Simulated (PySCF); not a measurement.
Structure with atom numbers: `[NH2:1][C:2](=[O:3])[CH2:4][SiH3:5]`. Each H is labelled by its parent atom. Ha(N1) is cis to the C=O or C=S heteroatom; Hb(N1) is trans to the C=O or C=S heteroatom.

Geometry: PBE0-D3(BJ)/def2-SVP; GIAO absolute shieldings from PySCF, gas phase, non-relativistic, averaged over equivalent atoms.

At PBE0/pcSseg-0 (63 basis functions, 5.2 s wall time on 1 thread of an Arm Neoverse V1, shared host):
| atoms | σ (ppm) |
| --- | --- |
| N1 | 158.0 |
| C2 | 16.1 |
| C4 | 176.3 |
| O3 | -137.8 |
| Si5 | 450.5 |
| H(Si5) | 28.65 |
| Hb(N1) | 28.96 |
| Ha(N1) | 29.55 |
| H(C4) | 31.31 |

Q: Predict the values at PBE0/pcSseg-2 on the same geometry.

A: 
```json
{"atoms": "N1", "σ at PBE0/pcSseg-2": "150.4", "change": "-7.6"}
{"atoms": "C2", "σ at PBE0/pcSseg-2": "9.1", "change": "-7.0"}
{"atoms": "C4", "σ at PBE0/pcSseg-2": "163.2", "change": "-13.1"}
{"atoms": "O3", "σ at PBE0/pcSseg-2": "-91.3", "change": "+46.5"}
{"atoms": "Si5", "σ at PBE0/pcSseg-2": "404.2", "change": "-46.3"}
{"atoms": "H(Si5)", "σ at PBE0/pcSseg-2": "27.18", "change": "-1.47"}
{"atoms": "Hb(N1)", "σ at PBE0/pcSseg-2": "26.42", "change": "-2.54"}
{"atoms": "Ha(N1)", "σ at PBE0/pcSseg-2": "26.78", "change": "-2.77"}
{"atoms": "H(C4)", "σ at PBE0/pcSseg-2": "29.38", "change": "-1.93"}
```

The largest change is at O3 (amide-type carbonyl oxygen). Cost: 285 basis functions, 36 s wall time on 1 thread of an Arm Neoverse V1, shared host.

Hydrogen bonding in solution deshields acid and N–H amide carbonyl carbons by as much as 10 ppm beyond these values.
